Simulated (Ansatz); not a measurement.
Isolated molecules relaxed with PBE0-D4/def2-TZVP in Ansatz; ΔE leaves out vibrations. CCSD(T)/CBS adds triple-zeta CCSD(T) − MP2 to the extrapolated MP2 energy (def2 sets, frozen cores). This one scheme is used for every species. DFT in def2-TZVPP. B3LYP here is the variant with VWN-RPA as its local correlation; programs differ in this. For Ge outer-core shells are correlated without core-valence functions, which leaves a few kJ/mol of doubt a bond. Scalar relativity is left out up to krypton. Each species was taken in one conformer, which may not be the lowest.

Consider the hydrogenolysis of a Ge–C bond: `C[O][Ge]([CH3])([OH])[Cl]` + H₂ → `C[O][GeH]([OH])[Cl]` + CH₄.

`C[O][Ge]([CH3])([OH])[Cl]`:

```xyz
13

C    -1.749   -0.950    0.960
O    -1.115   -0.403   -0.177
Ge    0.560    0.123   -0.097
C     1.034    0.889   -1.790
O     0.775    1.266    1.232
Cl    1.770   -1.596    0.422
H    -1.744   -0.249    1.803
H    -1.275   -1.886    1.275
H    -2.786   -1.161    0.692
H     0.457    1.803   -1.937
H     0.803    0.181   -2.585
H     2.097    1.123   -1.803
H     1.172    0.859    2.006
```

H₂:

```xyz
2

H    -0.256    0.218    0.161
H     0.256   -0.218   -0.161
```

`C[O][GeH]([OH])[Cl]`:

```xyz
10

C    -0.253    0.547   -1.548
O    -0.049   -0.511   -0.634
Ge   -0.132   -0.239    1.101
O     0.440   -1.710    1.856
Cl    1.180    1.408    1.549
H    -1.273    0.947   -1.487
H    -0.102    0.146   -2.552
H     0.455    1.366   -1.388
H    -1.527    0.075    1.634
H     1.260   -2.030    1.469
```

CH₄:

```xyz
5

C     0.000    0.000    0.000
H    -0.458    0.154    0.977
H    -0.181    0.872   -0.628
H    -0.435   -0.882   -0.470
H     1.073   -0.144    0.121
```

| level | ΔE (kJ/mol) | difference from CCSD(T)/CBS |
| --- | --- | --- |
| r2SCAN-D4 | -15.4 | -2.9 |
| PBE0-D4 | -17.3 | -4.8 |
| ωB97X-V | -17.3 | -4.8 |
| ωB97M-V | -15.9 | -3.4 |
| r2SCAN | -17.3 | -4.8 |
| B3LYP | -28.7 | -16.2 |
| SCS-MP2/def2-TZVPP | -15.2 | -2.7 |
| MP2/def2-QZVPP | -7.8 | 4.7 |
| SCS-MP2/def2-QZVPP | -14.6 | -2.1 |
| CCSD/CBS(def2) | -16.8 | -4.3 |
| CCSD(T)/CBS | -12.5 | 0 |

Largest T1 diagnostic among the species: 0.011.

In def2-TZVPP, CCSD(T) changes the Hartree–Fock value by +25.0 kJ/mol (the triples alone add +4.4 kJ/mol) and MP2 by +30.6 kJ/mol. The D4 term adds +10.4 kJ/mol with B3LYP and +5.9 kJ/mol with PBE0; it sums over pairs of atoms, weighted by their polarisabilities, and B3LYP, whose exchange is more repulsive, gets the larger term.
